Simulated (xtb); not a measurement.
C$_{4}$F$_{5}$ (SMILES F[C](F)C#CC(F)(F)F), doublet, from a rough starting geometry; GFN2-xTB (xtb).

Input for xtb:
```
$ xtb mol.xyz --gfn 2 --uhf 1 --opt vtight --json

# file mol.xyz
9

F      3.15805832    -0.21652417     0.72611063
C      2.17104271    -0.21667192    -0.25069581
F      2.78796691    -0.43862733    -1.36029016
C      0.85601577     0.01929314    -0.07794395
C     -0.34093306     0.11313323     0.04584619
C     -1.78391614     0.13259765     0.21582008
F     -2.18479490     0.47435750     1.40188990
F     -2.35115920     1.09878331    -0.60480423
F     -2.38503445    -1.00449937    -0.09388729
```

**Question.** What does xtb print? Leave out banner, timings and long lists.

**Answer.** 
```
   ID    Z sym.   atoms
    1    9 F      1, 3, 7-9
    2    6 C      2, 4-6

           -------------------------------------------------
          |                Calculation Setup                |
           -------------------------------------------------

           -------------------------------------------------
          |                 G F N 2 - x T B                 |
           -------------------------------------------------

          ...................................................
          :                      SETUP                      :
          :.................................................:
          :  # basis functions                  36          :
          :  # atomic orbitals                  36          :
          :  # shells                           18          :
          :  # electrons                        51          :
          :  max. iterations                   250          :
          :  Hamiltonian                  GFN2-xTB          :
          :  restarted?                      false          :
          :  GBSA solvation                  false          :
          :  PC potential                    false          :
          :  electronic temp.          300.0000000     K    :
          :  accuracy                    1.0000000          :
          :  -> integral cutoff          0.2500000E+02      :
          :  -> integral neglect         0.1000000E-07      :
          :  -> SCF convergence          0.1000000E-05 Eh   :
          :  -> wf. convergence          0.1000000E-03 e    :
          :  Broyden damping             0.4000000          :
          :  net charge                          0          :
          :  unpaired electrons                  1          :
          ...................................................

 iter      E             dE          RMSdq      gap      omega  full diag
   1    -32.2536537 -0.322537E+02  0.753E+00    2.64       0.0  T
   2    -32.3067015 -0.530479E-01  0.444E+00    3.27       1.0  T
   3    -32.2861916  0.205099E-01  0.224E+00    2.65       1.0  T
   4    -32.2988561 -0.126645E-01  0.132E+00    3.08       1.0  T
   5    -32.3159813 -0.171251E-01  0.142E-01    3.03       1.0  T
   6    -32.3160225 -0.412040E-04  0.613E-02    3.00       1.0  T
   7    -32.3160279 -0.541267E-05  0.200E-02    3.01       1.7  T
   8    -32.3160279 -0.701059E-07  0.518E-03    3.01       6.4  T
   9    -32.3160280 -0.768326E-07  0.912E-04    3.01      36.5  T
  10    -32.3160280 -0.184935E-08  0.251E-04    3.01     132.6  T

   *** convergence criteria satisfied after 10 iterations ***

         :::::::::::::::::::::::::::::::::::::::::::::::::::::
         ::                     SUMMARY                     ::
         :::::::::::::::::::::::::::::::::::::::::::::::::::::
         :: total energy             -32.084601929446 Eh    ::
         :: gradient norm              0.094325018363 Eh/a0 ::
         :: HOMO-LUMO gap              3.005971712288 eV    ::
         ::.................................................::
         :: SCC energy               -32.316028300658 Eh    ::
         :: -> isotropic ES            0.063121102311 Eh    ::
         :: -> anisotropic ES          0.005671872455 Eh    ::
         :: -> anisotropic XC         -0.023988013816 Eh    ::
         :: -> dispersion             -0.004903407630 Eh    ::
         :: repulsion energy           0.231426371212 Eh    ::
         :: add. restraining           0.000000000000 Eh    ::
         :: total charge               0.000000000000 e     ::
         :::::::::::::::::::::::::::::::::::::::::::::::::::::

      -----------------------------------------------------------
     |                   =====================                   |
     |                        A N C O P T                        |
     |                   =====================                   |
     |               Approximate Normal Coordinate               |
     |                Rational Function Optimizer                |
      -----------------------------------------------------------
      -----------------------------------------------------------
     |                   =====================                   |
     |                        A N C O P T                        |
     |                   =====================                   |
     |               Approximate Normal Coordinate               |
     |                Rational Function Optimizer                |
      -----------------------------------------------------------

          ...................................................
          :                      SETUP                      :
          :.................................................:
          :   optimization level         verytight          :
          :   max. optcycles                   200          :
          :   ANC micro-cycles                  20          :
          :   degrees of freedom                21          :
          :.................................................:
          :   RF solver                   davidson          :
          :   write xtbopt.log                true          :
          :   linear?                        false          :
          :   energy convergence         0.1000000E-06 Eh   :
          :   grad. convergence          0.2000000E-03 Eh/α :
          :   maxmium RF displ.          1.0000000          :
          :   Hlow (freq-cutoff)         0.1000000E-01      :
          :   Hmax (freq-cutoff)         5.0000000          :
          :   S6 in model hess.         20.0000000          :
          ...................................................

generating ANC from exact Hessian ...
Using Lindh-Hessian (1995)
 Shifting diagonal of input Hessian by    8.8537446892920993E-003
 Lowest  eigenvalues of input Hessian
    0.000000    0.000000    0.000000    0.000000    0.000000    0.000000
    0.010000    0.010925    0.012986    0.023990    0.054601    0.095020
[...]
 * total energy  :   -32.0846019 Eh     change       -0.1084146E-09 Eh
 * total energy  :   -32.0903740 Eh     change       -0.5772034E-02 Eh
 * total energy  :   -32.0928017 Eh     change       -0.2427706E-02 Eh
 * total energy  :   -32.0930702 Eh     change       -0.2685303E-03 Eh
 * total energy  :   -32.0932131 Eh     change       -0.1428975E-03 Eh
 * total energy  :   -32.0932600 Eh     change       -0.4685766E-04 Eh
 * total energy  :   -32.0932903 Eh     change       -0.3034471E-04 Eh
 * total energy  :   -32.0933087 Eh     change       -0.1835886E-04 Eh
 * total energy  :   -32.0933206 Eh     change       -0.1196010E-04 Eh
 * total energy  :   -32.0933233 Eh     change       -0.2723841E-05 Eh
 * total energy  :   -32.0933239 Eh     change       -0.5104127E-06 Eh
 * total energy  :   -32.0933239 Eh     change       -0.5373207E-07 Eh
   *** GEOMETRY OPTIMIZATION CONVERGED AFTER 12 ITERATIONS ***
[...]

   *** convergence criteria satisfied after 3 iterations ***

         :::::::::::::::::::::::::::::::::::::::::::::::::::::
         ::                     SUMMARY                     ::
         :::::::::::::::::::::::::::::::::::::::::::::::::::::
         :: total energy             -32.093323906733 Eh    ::
         :: gradient norm              0.000107253700 Eh/a0 ::
         :: HOMO-LUMO gap              3.031081268414 eV    ::
         ::.................................................::
         :: SCC energy               -32.313119631469 Eh    ::
         :: -> isotropic ES            0.061620697518 Eh    ::
         :: -> anisotropic ES          0.005592362648 Eh    ::
         :: -> anisotropic XC         -0.023669367408 Eh    ::
         :: -> dispersion             -0.004916018483 Eh    ::
         :: repulsion energy           0.219795724736 Eh    ::
         :: add. restraining           0.000000000000 Eh    ::
         :: total charge              -0.000000000000 e     ::
         :::::::::::::::::::::::::::::::::::::::::::::::::::::

           -------------------------------------------------
          |                Property Printout                |
           -------------------------------------------------

    * Orbital Energies and Occupations

         #    Occupation            Energy/Eh            Energy/eV
      -------------------------------------------------------------
         1        2.0000           -0.9034332             -24.5837
       ...           ...                  ...                  ...
        14        2.0000           -0.6291393             -17.1198
        15        2.0000           -0.5730167             -15.5926
        16        2.0000           -0.5672615             -15.4360
        17        2.0000           -0.5668175             -15.4239
        18        2.0000           -0.5653994             -15.3853
        19        2.0000           -0.5630106             -15.3203
        20        2.0000           -0.5534708             -15.0607
        21        2.0000           -0.5528127             -15.0428
        22        2.0000           -0.5519413             -15.0191
        23        2.0000           -0.5315448             -14.4641
        24        2.0000           -0.5282383             -14.3741
        25        2.0000           -0.5181321             -14.0991
        26        1.0000           -0.3996364             -10.8747 (HOMO)
        27                         -0.2882462              -7.8436 (LUMO)
        28                         -0.2129952              -5.7959
        29                         -0.0558420              -1.5195
        30                          0.0601836               1.6377
        31                          0.0793674               2.1597
        32                          0.0800996               2.1796
        33                          0.1226013               3.3362
        34                          0.1848988               5.0314
        35                          0.3946061              10.7378
        36                          1.2825578              34.9002
      -------------------------------------------------------------
                  HL-Gap            0.1113902 Eh            3.0311 eV
             Fermi-level           -0.4014128 Eh          -10.9230 eV

     #   Z          covCN         q      C6AA      α(0)
     1   9 F        0.787    -0.134    10.573     3.841
     2   6 C        2.550     0.331    21.433     7.567
     3   9 F        0.787    -0.134    10.573     3.841
     4   6 C        1.965     0.003    31.002     8.992
     5   6 C        1.970    -0.020    31.600     9.078
     6   6 C        3.331     0.516    16.965     6.534
     7   9 F        0.793    -0.185    11.081     3.932
     8   9 F        0.792    -0.188    11.112     3.938
     9   9 F        0.792    -0.189    11.124     3.940

 Mol. C6AA /au·bohr⁶  :       1302.741058
 Mol. C8AA /au·bohr⁸  :      30235.900611
 Mol. α(0) /au        :         51.662277

Wiberg/Mayer (AO) data.
largest (>0.10) Wiberg bond orders for each atom

 ---------------------------------------------------------------------------
     #   Z sym  total        # sym  WBO       # sym  WBO       # sym  WBO
 ---------------------------------------------------------------------------
     1   9 F    1.218 --     2 C    1.057
     2   6 C    3.619 --     4 C    1.320     1 F    1.057     3 F    1.057
                             5 C    0.161
     3   9 F    1.217 --     2 C    1.057
     4   6 C    3.984 --     5 C    2.526     2 C    1.320
     5   6 C    3.865 --     4 C    2.526     6 C    0.994     2 C    0.161
     6   6 C    3.862 --     5 C    0.994     7 F    0.953     8 F    0.947
                             9 F    0.945
     7   9 F    1.093 --     6 C    0.953
     8   9 F    1.088 --     6 C    0.947
     9   9 F    1.086 --     6 C    0.945
 ---------------------------------------------------------------------------

Topologies differ in total number of bonds
Writing topology from bond orders to xtbtopo.mol

molecular dipole:
                 x           y           z       tot (Debye)
 q only:        0.600      -0.047      -0.058
   full:        0.646      -0.051      -0.063       1.656
molecular quadrupole (traceless):
                xx          xy          yy          xz          yz          zz
 q only:       -4.944       0.699       3.299       0.633      -0.256       1.645
  q+dip:       -2.419       0.408       3.172       0.048      -0.483      -0.753
   full:       -5.127       0.785       4.373       0.516      -0.487       0.754

optimized geometry written to: xtbopt.xyz

           -------------------------------------------------
          | TOTAL ENERGY              -32.093323906733 Eh   |
          | GRADIENT NORM               0.000107253700 Eh/α |
          | HOMO-LUMO GAP               3.031081268414 eV   |
           -------------------------------------------------

normal termination of xtb
```
